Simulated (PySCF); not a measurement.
Working out the ionisation energy of Co

Co [Ar] 3d7 4s2 (4F) → Co⁺ [Ar] 3d8 (3F). Computed with PySCF 2.14 in jorge-DZP-DKH (8s6p2d1f, 43 functions), with the spin-free X2C one-electron Hamiltonian (Gaussian nucleus). Frozen: [Ar]. Energies in hartree (1 hartree = 27.21139 eV):

```tsv
part	Co (lower)	Co⁺ (upper)
UHF	-1391.670628	-1391.370729
MP2 opposite-spin	-0.099951	-0.113636
MP2 same-spin	-0.061877	-0.069968
```

Q: What does Hartree-Fock give?

A: (-1391.370729) − (-1391.670628) = 0.299899 hartree = 8.161 eV.

Q: What do MP2 and SCS-MP2 (6/5 opposite-spin, 1/3 same-spin) give?

A: The opposite-spin parts differ by -0.372 eV and the same-spin parts by -0.220 eV. MP2: 8.161 + (-0.372) + (-0.220) = 7.569 eV. SCS-MP2: 8.161 + 1.2 × (-0.372) + (-0.220)/3 = 7.641 eV.

Measured between the centres of the two terms (NIST): 7.869 eV, so MP2 (valence) is off by -0.300 eV.

A double-zeta basis recovers only part of the correlation energy.

What remains against the reference includes basis incompleteness, the frozen core and correlation beyond second order.
